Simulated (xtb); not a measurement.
H$_{4}$Sn, charge +1, doublet, from a rough starting geometry (GFN-xTB shapes and energies of metal compounds can be far from the true ones) (a state made from the parent by changing its charge; the spin is typed, not shown lowest); GFN2-xTB (xtb).

Input for xtb:
```
$ xtb mol.xyz --gfn 2 --chrg 1 --uhf 1 --opt vtight --json

# file mol.xyz
5

Sn    -0.09257430     0.01301470    -0.03958822
H     -1.08594391     1.16102634    -0.49570333
H      0.24308326    -1.11609120    -1.27760887
H     -0.54070589    -0.78972101     1.34323701
H      1.44165211     0.76028392     0.36884050
```

Output, abridged:

```
   ID    Z sym.   atoms
    1   50 Sn     1
    2    1 H      2-5

           -------------------------------------------------
          |                Calculation Setup                |
           -------------------------------------------------

           -------------------------------------------------
          |                 G F N 2 - x T B                 |
           -------------------------------------------------

          ...................................................
          :                      SETUP                      :
          :.................................................:
          :  # basis functions                  14          :
          :  # atomic orbitals                  13          :
          :  # shells                            7          :
          :  # electrons                         7          :
          :  max. iterations                   250          :
          :  Hamiltonian                  GFN2-xTB          :
          :  restarted?                      false          :
          :  GBSA solvation                  false          :
          :  PC potential                    false          :
          :  electronic temp.          300.0000000     K    :
          :  accuracy                    1.0000000          :
          :  -> integral cutoff          0.2500000E+02      :
          :  -> integral neglect         0.1000000E-07      :
          :  -> SCF convergence          0.1000000E-05 Eh   :
          :  -> wf. convergence          0.1000000E-03 e    :
          :  Broyden damping             0.4000000          :
          :  net charge                          1          :
          :  unpaired electrons                  1          :
          ...................................................

 iter      E             dE          RMSdq      gap      omega  full diag
   1     -3.4190997 -0.341910E+01  0.107E+01    4.49       0.0  T
   2     -3.5221156 -0.103016E+00  0.912E+00    7.15       1.0  T
   3     -3.5402414 -0.181258E-01  0.716E+00    6.86       1.0  T
   4     -3.5533844 -0.131430E-01  0.231E+00    6.77       1.0  T
   5     -3.5515813  0.180306E-02  0.310E+00    6.82       1.0  T
   6     -3.5511077  0.473622E-03  0.382E+00    6.82       1.0  T
   7     -3.5512570 -0.149316E-03  0.365E+00    6.77       1.0  T
   8     -3.5537476 -0.249057E-02  0.202E+00    6.77       1.0  T
   9     -3.5548126 -0.106503E-02  0.225E-01    6.78       1.0  T
[...]
 * total energy  :    -3.5483487 Eh     change       -0.5266071E-02 Eh
 * total energy  :    -3.5494009 Eh     change       -0.1052206E-02 Eh
 * total energy  :    -3.5510909 Eh     change       -0.1689993E-02 Eh
 * total energy  :    -3.5514825 Eh     change       -0.3915863E-03 Eh
 * total energy  :    -3.5517562 Eh     change       -0.2737567E-03 Eh
 * total energy  :    -3.5517979 Eh     change       -0.4172718E-04 Eh
 * total energy  :    -3.5518090 Eh     change       -0.1103415E-04 Eh
 * total energy  :    -3.5518099 Eh     change       -0.8805056E-06 Eh
 * total energy  :    -3.5518118 Eh     change       -0.1899150E-05 Eh
 * total energy  :    -3.5518120 Eh     change       -0.1928624E-06 Eh
 * total energy  :    -3.5518122 Eh     change       -0.2000232E-06 Eh
 * total energy  :    -3.5518122 Eh     change       -0.1027025E-07 Eh
   *** GEOMETRY OPTIMIZATION CONVERGED AFTER 14 ITERATIONS ***
         :: total energy              -3.551812165822 Eh    ::
[...]
        13                          0.2427848               6.6065
      -------------------------------------------------------------
                  HL-Gap            0.1673475 Eh            4.5538 eV
             Fermi-level           -0.6168319 Eh          -16.7849 eV

     #   Z          covCN         q      C6AA      α(0)
     1  50 Sn       3.668     0.161   326.869    32.987
     2   1 H        0.917     0.210     1.051     1.603
     3   1 H        0.917     0.210     1.051     1.603
     4   1 H        0.917     0.210     1.051     1.603
     5   1 H        0.917     0.210     1.051     1.603

 Mol. C6AA /au·bohr⁶  :        490.565789
 Mol. C8AA /au·bohr⁸  :      46950.250896
 Mol. α(0) /au        :         39.399681

Wiberg/Mayer (AO) data.
largest (>0.10) Wiberg bond orders for each atom

 ---------------------------------------------------------------------------
     #   Z sym  total        # sym  WBO       # sym  WBO       # sym  WBO
 ---------------------------------------------------------------------------
     1  50 Sn   2.516 --     2 H    0.629     3 H    0.629     4 H    0.629
                             5 H    0.629
     2   1 H    0.930 --     1 Sn   0.629     4 H    0.207
     3   1 H    0.930 --     1 Sn   0.629     5 H    0.207
     4   1 H    0.930 --     1 Sn   0.629     2 H    0.207
     5   1 H    0.930 --     1 Sn   0.629     3 H    0.207
 ---------------------------------------------------------------------------

Topologies differ in total number of bonds
Writing topology from bond orders to xtbtopo.mol

molecular dipole:
                 x           y           z       tot (Debye)
 q only:       -0.013       0.011      -0.038
   full:       -0.013       0.011      -0.038       0.106
molecular quadrupole (traceless):
                xx          xy          yy          xz          yz          zz
 q only:       -1.936       0.699       1.347       1.758      -0.359       0.589
  q+dip:       -2.375       0.857       1.652       2.157      -0.440       0.723
   full:        0.026      -0.010      -0.020      -0.024       0.005      -0.007

optimized geometry written to: xtbopt.xyz

           -------------------------------------------------
          | TOTAL ENERGY               -3.551812165822 Eh   |
          | GRADIENT NORM               0.000020961619 Eh/α |
          | HOMO-LUMO GAP               4.553758394898 eV   |
           -------------------------------------------------

normal termination of xtb
```
